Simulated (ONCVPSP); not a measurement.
# Lu: excitation energies, all-electron against ONCV

ONCVPSP 4.0.1 input, shortened (lines: element, Z, core and valence counts, functional; n l f; lmax; l rc ep ncon nbas qcut; lloc lpopt rc5 dvloc0; l nproj debl; icmod fcfact rcfact), PBE, scalar-relativistic:

```
  Lu 71.00    9    5        4      upf
    1    0    2.00
    2    0    2.00
    2    1    6.00
    3    0    2.00
    3    1    6.00
    3    2   10.00
    4    0    2.00
    4    1    6.00
    4    2   10.00
    4    3   14.00
    5    0    2.00
    5    1    6.00
    5    2    1.00
    6    0    1.50
    3
    0    2.05    0.00    4    7    5.50
    1    1.45    0.00    4    8    5.60
    2    3.15    0.00    3    8    5.10
    3    0.90    0.00    4    8   20.70
    4    5    0.55    4.00
    0    3    3.40
    1    3    3.10
    2    2    2.50
    3    2    3.20
    0    0.00    0.00
```

Energies are relative to the spin-unpolarised reference configuration 4f14 5s2 5p6 5d1 6s1.5; without spin polarisation the order of configurations can differ from experiment.

| valence configuration | charge | ΔE all-electron (eV) | error AE − PS (meV) |
| --- | --- | --- | --- |
| 4f14 5s2 5p6 5d1 6s2 | 0 | -2.988 | +0.6 |
| 4f14 5s2 5p6 5d1 6s0 | +2 | 17.657 | -9.7 |

Question: What are ΔE and the potential's error for 4f13 5s2 5p6 5d2 6s1?

Answer: ΔE = 15.787 eV all-electron; the error (AE − PS) is -182 meV.

Question: What are ΔE and the potential's error for 4f14 5s2 5p6 5d1 6s1?

Answer: ΔE = 4.378 eV all-electron; the error (AE − PS) is -1.4 meV.

Levels in the configuration 4f14 5s2 5p6 5d1 6s0:

```json
{"level": "4f", "all-electron (eV)": "-24.311", "pseudo (eV)": "-24.397"}
{"level": "5s", "all-electron (eV)": "-75.773", "pseudo (eV)": "-75.806"}
{"level": "5p", "all-electron (eV)": "-46.333", "pseudo (eV)": "-46.346"}
{"level": "5d", "all-electron (eV)": "-15.063", "pseudo (eV)": "-15.062"}
```

Note: ghosts flagged at negative energy: s at -702.4 eV, p at -162.4 eV, d at -106.9 eV; GHOST(+) flagged for s at 248.6 eV. A true bound ghost makes a file unfit for plane-wave use.
